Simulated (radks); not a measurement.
Results of a calculation; reference values are marked as such.
How relativity changes the ionisation of neutral argon ([Ar]) to Ar+ ([Ne] 3s2 3p5). Spin-unpolarised spherical Kohn-Sham, PBE, point nucleus unless stated (finite: rms radius 3.4274 fm), a radial shooting solver on a logarithmic mesh with Libxc functionals. A level marked "c x" has the speed of light scaled by that factor and shares open shells by 2j + 1; other Dirac levels either fill j = l - 1/2 first or share by 2j + 1.

level                               E(Ar) (hartree)  E(Ar+) (hartree)  IE (eV)   HOMO  <r> HOMO (bohr)
non-rel.                                 -527.34613        -526.75542   16.074     3p            1.665
scalar-rel.                              -529.22987        -528.63978   16.057     3p            1.664
scalar-rel., finite nucleus              -529.22919        -528.63909   16.057     3p            1.664
Dirac, 2j+1 shares                       -529.23208        -528.64196   16.058  3p3/2            1.668
Dirac, low j first                       -529.23208        -528.64439   15.992  3p3/2            1.668
Dirac, 2j+1 shares, finite nucleus       -529.23139        -528.64127   16.058  3p3/2            1.668
Dirac, c x 1.5                           -528.18038        -527.58994   16.067  3p3/2            1.666
Dirac, c x 5                             -527.42096        -526.83027   16.073  3p3/2            1.665
Dirac, c x 10                            -527.36483        -526.77413   16.074  3p3/2            1.665

NIST Atomic Spectra Database: 15.760 eV (measured). The relativistic part of the total energy of Ar is -1.885 hartree (Dirac, 2j+1 shares, finite nucleus), 0.36 % of the non-relativistic value. Spin polarisation and multiplet splitting of open shells are left out at every level.

Beside tabulated values, note that spin-unpolarised runs miss the spin-polarisation part of the exchange energy of open shells.
